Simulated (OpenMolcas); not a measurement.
**Br³⁺: effect of correlating more closed shells**

```
Program             : OpenMolcas 26.06
Basis               : ANO-RCC-VQZP [7s6p4d2f1g]
Scalar Hamiltonian  : DKH2, point nucleus
Active space        : 2 electrons in 9 orbitals (RAS2 4p; RAS3 4d 5s, at most 1 electron)
State averaging     : 2S+1 = 3 even, 3 roots; 2S+1 = 1 even, 6 roots; 2S+1 = 3 odd, 18 roots; 2S+1 = 1 odd, 18 roots
Spin-orbit coupling : RASSI with atomic mean-field integrals over the reference wave functions, term energies averaged over their components
```

Methods on the same reference wave functions:
A. RASSCF
B. MS-RASPT2, IPEA 0.25 Eh, imaginary shift 0.1 Eh (closed shells correlated: 3d 4s)
C. MS-RASPT2, IPEA 0.25 Eh, imaginary shift 0.1 Eh (closed shells correlated: 3s 3p 3d 4s)

Energies in cm⁻¹ above 4s² 4p² ³P₀.

```json
{"Level": "4s² 4p² ³P₀", "A": "0.0", "B": "0.0", "C": "0.0"}
{"Level": "4s² 4p² ³P₁", "A": "2197", "B": "2240", "C": "2240"}
{"Level": "4s² 4p² ³P₂", "A": "5083", "B": "5010", "C": "5010"}
{"Level": "4s² 4p² ¹D₂", "A": "18534", "B": "15790", "C": "15730"}
{"Level": "4s² 4p² ¹S₀", "A": "39902", "B": "37380", "C": "37250"}
{"Level": "4s² 4p 4d ³F°₂", "A": "154920", "B": "156310", "C": "156060"}
{"Level": "4s² 4p 4d ³F°₃", "A": "157071", "B": "157560", "C": "157300"}
{"Level": "4s² 4p 4d ³F°₄", "A": "159790", "B": "160470", "C": "160220"}
{"Level": "4s² 4p 4d ¹D°₂", "A": "162166", "B": "149790", "C": "149550"}
{"Level": "4s² 4p 4d ³P°₂ [59 %]", "A": "172102", "B": "163140", "C": "162850"}
{"Level": "4s² 4p 4d ³P°₀", "A": "174640", "B": "166370", "C": "166080"}
{"Level": "4s² 4p 4d ³D°₃", "A": "176247", "B": "166410", "C": "166120"}
{"Level": "4s² 4p 4d ³D°₂ [61 %]", "A": "176256", "B": "166750", "C": "166460"}
{"Level": "4s² 4p 5s ³P°₀", "A": "179599", "B": "179030", "C": "178790"}
{"Level": "4s² 4p 5s ³P°₁ [66 %]", "A": "180036", "B": "179150", "C": "178910"}
{"Level": "4s² 4p 5s ³P°₂", "A": "184395", "B": "184060", "C": "183830"}
{"Level": "4s² 4p 4d ¹P°₁ [70 %]", "A": "196953", "B": "188250", "C": "188000"}
{"Level": "4s² 4p 4d ¹F°₃", "A": "197552", "B": "190520", "C": "190210"}
```

Between B and C the level of the table that moves most is 4s² 4p 4d ¹F°₃, by 320 cm-1 (lowest in C, highest in B). Moves below CASPT2's spread within the term are not significant.

From A to B the spin-free energies of the other terms of 4s² 4p² shown, above ³P, scale by factors of 0.80 to 0.93.

The lowest spin-free term lies below A's lowest term by 0.148 hartree in B, 0.212 hartree in C.

What an inner shell adds also hangs on whether the basis holds functions to correlate it.

CASPT2 does not keep the components of a term degenerate, so their means are used; among the terms shown or strongly mixed into the levels shown the widest spread is 320 cm-1 (4s² 4p 4d ¹F°, C). Over all roots computed the reference weight is 0.87 to 0.97 in B, 0.86 to 0.97 in C; the roots of lowest weight are the least certain, and an intruder state may touch them. ANO sets are built for valence states and can reach diffuse excited orbitals poorly, and with the s shell closed the s pⁿ⁺¹ terms that mix with these levels are absent. With the s shell closed, the reference lacks s² → p² mixing. Levels of configurations outside the active space are missing. Levels that lie high or do not pair safely by name in every column are left out.

A share in square brackets marks a mixed level and gives the weight of the term that names it, the lowest over the columns. ° marks odd parity.
